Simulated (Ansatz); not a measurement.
C21H15N3⁻ (relaxed from a model of trityl dicyanamide, whose bonding it doesn't keep). The state is a doublet with charge -1. Geometry PBE-D4/def2-SVP, that of the neutral singlet; atoms count from 1.

```tsv
atom	x (Å)	y (Å)	z (Å)
N1	-3.3768	2.2683	-4.6063
C2	-2.9624	1.4505	-3.8640
N3	-2.5998	0.4860	-3.0430
C4	-1.6006	0.2014	-2.3603
N5	-0.6621	-0.2596	-1.7522
C6	4.2675	-0.0918	-0.8599
C7	3.4701	-0.7891	-1.7815
C8	2.0749	-0.7922	-1.6465
C9	1.4587	-0.0946	-0.5913
C10	-0.0686	-0.1650	-0.4133
C11	-0.4720	-1.4432	0.3550
C12	0.4449	-2.1354	1.1656
C13	0.0377	-3.2606	1.9006
C14	-1.2877	-3.7114	1.8304
C15	-2.2079	-3.0271	1.0197
C16	-1.8029	-1.9022	0.2895
C17	-0.5958	1.1057	0.2857
C18	-1.1468	1.0795	1.5780
C19	-1.5982	2.2659	2.1815
C20	-1.5057	3.4870	1.5009
C21	-0.9479	3.5212	0.2116
C22	-0.4908	2.3412	-0.3872
C23	2.2610	0.6060	0.3277
C24	3.6585	0.6041	0.1948
H25	5.3628	-0.0871	-0.9672
H26	3.9379	-1.3350	-2.6151
H27	1.4482	-1.3376	-2.3672
H28	1.4881	-1.7953	1.2247
H29	0.7698	-3.7910	2.5285
H30	-1.6043	-4.5967	2.4024
H31	-3.2509	-3.3721	0.9535
H32	-2.5386	-1.3731	-0.3342
H33	-1.2273	0.1271	2.1201
H34	-2.0300	2.2281	3.1932
H35	-1.8666	4.4136	1.9723
H36	-0.8650	4.4752	-0.3307
H37	-0.0353	2.3814	-1.3888
H38	1.7903	1.1588	1.1537
H39	4.2739	1.1590	0.9193
```

Single mean-field runs in def2-TZVP are fitted with def2-universal-jkfit. The highest occupied level of the charge -1 doublet lies above zero (up to 1.00 eV). By energy differences its removal costs 0.21 eV (vertical, to the charge 0 singlet, at PBE0-D4/def2-TZVP); self-interaction error and the lack of diffuse functions both raise the level.

Question: Estimate the Mulliken populations of the heavy atoms from the PBE0/def2-TZVP orbitals of Ansatz.

Answer: 
```json
{"atom": "N1", "charge (e)": "-0.18", "spin (α − β)": "0.07"}
{"atom": "C2", "charge (e)": "-0.03", "spin (α − β)": "0.01"}
{"atom": "N3", "charge (e)": "-0.28", "spin (α − β)": "0.01"}
{"atom": "C4", "charge (e)": "0.11", "spin (α − β)": "0.21"}
{"atom": "N5", "charge (e)": "-0.24", "spin (α − β)": "0.00"}
{"atom": "C6", "charge (e)": "-0.11", "spin (α − β)": "0.00"}
{"atom": "C7", "charge (e)": "-0.13", "spin (α − β)": "0.02"}
{"atom": "C8", "charge (e)": "-0.22", "spin (α − β)": "0.07"}
{"atom": "C9", "charge (e)": "-0.16", "spin (α − β)": "0.00"}
{"atom": "C10", "charge (e)": "0.99", "spin (α − β)": "0.07"}
{"atom": "C11", "charge (e)": "-0.17", "spin (α − β)": "0.01"}
{"atom": "C12", "charge (e)": "-0.12", "spin (α − β)": "-0.02"}
{"atom": "C13", "charge (e)": "-0.17", "spin (α − β)": "0.10"}
{"atom": "C14", "charge (e)": "-0.12", "spin (α − β)": "0.00"}
{"atom": "C15", "charge (e)": "-0.12", "spin (α − β)": "0.03"}
{"atom": "C16", "charge (e)": "-0.28", "spin (α − β)": "0.09"}
{"atom": "C17", "charge (e)": "-0.16", "spin (α − β)": "0.01"}
{"atom": "C18", "charge (e)": "-0.10", "spin (α − β)": "-0.03"}
{"atom": "C19", "charge (e)": "-0.18", "spin (α − β)": "0.13"}
{"atom": "C20", "charge (e)": "-0.12", "spin (α − β)": "0.02"}
{"atom": "C21", "charge (e)": "-0.11", "spin (α − β)": "0.02"}
{"atom": "C22", "charge (e)": "-0.31", "spin (α − β)": "0.15"}
{"atom": "C23", "charge (e)": "-0.13", "spin (α − β)": "-0.01"}
{"atom": "C24", "charge (e)": "-0.16", "spin (α − β)": "0.08"}
```
Mulliken values and Mayer orders depend strongly on the basis.

Question: Where does the spin sit?

Answer: Summed by element: N 0.08, C 0.97, H -0.06, of 1 unpaired in all. Largest on single atoms: C4 0.21, C22 0.15, C19 0.13.

Question: And the Mayer bond orders between bonded heavy atoms (over 0.3)?

Answer: N1–C2 3.01 (1.18 Å); C2–N3 1.27 (1.32 Å); N3–C4 1.65 (1.24 Å); C4–N5 2.17 (1.21 Å); N5–C10 0.66 (1.47 Å); C6–C7 1.43 (1.40 Å); C6–C24 1.37 (1.40 Å); C7–C8 1.38 (1.40 Å); C8–C9 1.44 (1.41 Å); C9–C10 0.77 (1.54 Å); C9–C23 1.39 (1.41 Å); C10–C11 0.73 (1.54 Å); C10–C17 0.73 (1.54 Å); C11–C12 1.40 (1.41 Å); C11–C16 1.41 (1.41 Å); C12–C13 1.39 (1.40 Å); C13–C14 1.36 (1.40 Å); C14–C15 1.42 (1.40 Å); C15–C16 1.39 (1.40 Å); C17–C18 1.40 (1.41 Å); C17–C22 1.38 (1.41 Å); C18–C19 1.40 (1.41 Å); C19–C20 1.34 (1.40 Å); C20–C21 1.44 (1.41 Å); C21–C22 1.39 (1.40 Å); C23–C24 1.39 (1.40 Å).
